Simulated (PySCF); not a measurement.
ClH5N2OSn, SMILES [NH2][Sn]([NH2])([OH])[Cl].

Coordinates come from a PBE-D3(BJ)/def2-SVP optimisation. The def2 effective core potentials stand for the cores of Sn; spin–orbit coupling is left out. The values are those of a single conformer.

These are PySCF with M06-2X/def2-TZVP values and carry that method's errors.

Computed frontier levels, gap, dipole moment and polarisability:
* **highest occupied level**: -9.58 eV
* **lowest empty level**: -0.71 eV
* **orbital gap**: 8.87 eV
* **dipole moment**: 1.85 D
* **quadrupole, principal values (traceless, Buckingham form, about the centre of nuclear charge)**: -9.14, 1.62, 7.53 D·Å
* **mean static polarisability**: 68.7 bohr³ (10.18 Å³)
* **polarisability, principal values**: 61.5, 68.9, 75.7 bohr³
